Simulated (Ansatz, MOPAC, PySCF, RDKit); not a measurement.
Two conformers of C4H12Si (SMILES CC[SiH2]CC), B3LYP-D3(BJ)/def2-TZVP minima.
Conformer 1 (charge 0, multiplicity 1):
```xyz
17

C      2.00358     0.28074     0.73020
C      1.37992    -0.72091    -0.24980
Si    -0.00102     0.00694    -1.30367
C     -1.37820     0.72425    -0.23782
C     -2.00398    -0.28912     0.72867
H      2.81392    -0.17089     1.30639
H      1.26549     0.65429     1.44323
H      2.41577     1.14600     0.20607
H      2.14732    -1.11951    -0.92034
H      0.98367    -1.58341     0.29503
H      0.55643     1.07748    -2.17327
H     -0.56136    -1.05473    -2.18227
H     -2.14517     1.13507    -0.90143
H     -0.97813     1.57750     0.31868
H     -2.42224    -1.14399     0.19247
H     -2.81022     0.15779     1.31423
H     -1.26577    -0.67747     1.43362
```
Conformer 2 (charge 0, multiplicity 1):
```
atom    x (Å)    y (Å)    z (Å)
----  -------  -------  -------
C      1.8303  -0.0021   1.0430
C      1.4489  -0.8055  -0.2073
Si     0.1415  -0.0168  -1.3137
C     -1.6081  -0.0975  -0.6181
C     -1.8412   0.6594   0.6953
H      2.6313  -0.4906   1.6022
H      0.9848   0.1170   1.7215
H      2.1765   0.9991   0.7782
H      2.3382  -0.9648  -0.8256
H      1.1038  -1.8056   0.0761
H      0.1493  -0.7108  -2.6292
H      0.5066   1.4080  -1.5440
H     -2.2759   0.2923  -1.3935
H     -1.8797  -1.1515  -0.4978
H     -1.5404   1.7060   0.6116
H     -1.2717   0.2216   1.5163
H     -2.8942   0.6419   0.9849
```

No zero-point or thermal terms.

Frozen-core correlation. Rows in 6-31G* carry no dispersion term and start afresh at each structure (6-31G* with six Cartesian d functions). The state that PM3, PM6, PM7 reach isn't checked; PM7 holds dispersion and hydrogen-bond terms.

Run with Ansatz (Gaussian orbitals); MOPAC for PM3, PM6, PM7 (differences of heats of formation); PySCF for 6-31G* rows, the dispersion terms; RDKit for the force fields. Values without a source in brackets are computed.

```json
[
 {"level": "MMFF94", "electronic energy of conformer 2 less that of conformer 1 (kcal/mol)": "0.65"},
 {"level": "UFF", "electronic energy of conformer 2 less that of conformer 1 (kcal/mol)": "2.09"},
 {"level": "PM3", "electronic energy of conformer 2 less that of conformer 1 (kcal/mol)": "0.61"},
 {"level": "PM6", "electronic energy of conformer 2 less that of conformer 1 (kcal/mol)": "0.20"},
 {"level": "PM7", "electronic energy of conformer 2 less that of conformer 1 (kcal/mol)": "0.29"},
 {"level": "revPBE-D4/def2-TZVPP", "electronic energy of conformer 2 less that of conformer 1 (kcal/mol)": "0.89"},
 {"level": "B3LYP/6-31G*", "electronic energy of conformer 2 less that of conformer 1 (kcal/mol)": "0.57"},
 {"level": "BHLYP-D4/def2-TZVPP", "electronic energy of conformer 2 less that of conformer 1 (kcal/mol)": "0.83"},
 {"level": "MP2/cc-pV(D+d)Z", "electronic energy of conformer 2 less that of conformer 1 (kcal/mol)": "___"}
]
```

Problem. What belongs in the gaps?

Solution. 
- MP2/cc-pV(D+d)Z, electronic energy of conformer 2 less that of conformer 1 (kcal/mol): 0.98

Ansatz is a program for electronic structure.
